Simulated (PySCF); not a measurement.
ethylene carbonate cation (C₃H₄O₃), SMILES O=C1OCCO1 (connectivity only; charge and spin as stated), charge +1, multiplicity 2.

The structure is a stationary point at ωB97X-D3(BJ)/def2-SVP. The geometry has at least one imaginary mode, so it is a saddle point at that level. The multiplicity is an assumed one; no other spin state was optimised. The values are those of a single conformer.

Level of theory: PySCF with SMD-PBE0/def2-SVP.

Solvation free energies are E(SMD) − E(gas) at the gas-phase geometry, for 1 M in both phases.

Computed solvation free energies in water, dichloromethane, toluene:
```json
[
 {"solvent": "water", "ΔG(solv) (kcal/mol)": "-76.4", "its non-electrostatic (CDS) part": "4.5"},
 {"solvent": "dichloromethane", "ΔG(solv) (kcal/mol)": "-67.5", "its non-electrostatic (CDS) part": "0.2"},
 {"solvent": "toluene", "ΔG(solv) (kcal/mol)": "-42.6", "its non-electrostatic (CDS) part": "-1.5"}
]
```
